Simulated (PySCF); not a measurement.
B(F)(H)(SMe) (CH4BFS), SMILES CSBF. Atoms are numbered in the order given.

```xyz
8

B      0.5408    -0.9242     0.0000
F      0.0613    -2.1658     0.0000
H      1.7326    -0.7484     0.0000
S     -0.6271     0.4367     0.0000
C      0.4891     1.8889     0.0000
H      0.2872     2.4899    -0.8966
H      0.2872     2.4899     0.8966
H      1.5368     1.5609     0.0000
```
Charge 0, spin multiplicity 1.

Geometry: TPSSh-D3(BJ)/def2-SVP. Other conformers were not sampled.

Method: PySCF with HF/def2-TZVPD.

Symmetry labels are those of the subgroup Cs that the program uses (full group Cs).

### Question
List the valence orbital energies around the gap with their symmetry. (An estimate is asked for; the answer gives what the named calculation found.)

### Answer

```
orbital  symmetry  energy (eV)
-------  --------  -----------
HOMO−7         A'       -18.97
HOMO−6         A"       -18.37
HOMO−5         A'       -17.36
HOMO−4         A"       -16.28
HOMO−3         A'       -15.23
HOMO−2         A'       -13.97
HOMO−1         A'       -11.91
HOMO           A"       -10.39
LUMO           A'         1.31
LUMO+1         A'         1.76
LUMO+2         A'         1.79
LUMO+3         A"         1.93
```
